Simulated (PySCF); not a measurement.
C₁₁H₁₀OS, SMILES c1(-c2cccs2)ccc(cc1)OC (GFN2-xTB optimised geometry):

```
23

C      3.731    -3.290     0.090
O      2.336    -3.439    -0.013
C      1.560    -2.322    -0.002
C      0.183    -2.533    -0.110
C     -0.694    -1.474    -0.109
C     -0.232    -0.158    -0.001
C     -1.146     0.965     0.000
C     -2.515     0.965     0.000
C     -3.079     2.256     0.000
C     -2.142     3.237    -0.001
S     -0.546     2.602     0.000
C      1.144     0.040     0.104
C      2.032    -1.018     0.105
H      4.137    -2.713    -0.747
H      4.138    -4.300     0.061
H      4.017    -2.813     1.033
H     -0.172    -3.548    -0.194
H     -1.751    -1.668    -0.200
H     -3.111     0.071     0.006
H     -4.138     2.444     0.001
H     -2.283     4.300    -0.001
H      1.527     1.047     0.189
H      3.088    -0.813     0.189
```

Computed with B3LYP/def2-SVP run with PySCF.

Q: What are the frontier orbital energies and the dipole moment?

A: HOMO-2 -7.09 eV, HOMO-1 -6.85 eV, HOMO -5.46 eV, LUMO -1.03 eV, LUMO+1 -0.28 eV; dipole moment 1.20 D.

Meta-Löwdin charges at B3LYP/def2-SVP: C1 -0.07, O2 -0.34, C3 0.21, C4 -0.13, C5 -0.09, C6 -0.01, C7 -0.10, C8 -0.14, C9 -0.13, C10 -0.24, S11 0.24, C12 -0.10, C13 -0.16, H14 0.09, H15 0.12, H16 0.09, H17 0.11, H18 0.10, H19 0.11, H20 0.11, H21 0.12, H22 0.10, H23 0.10.
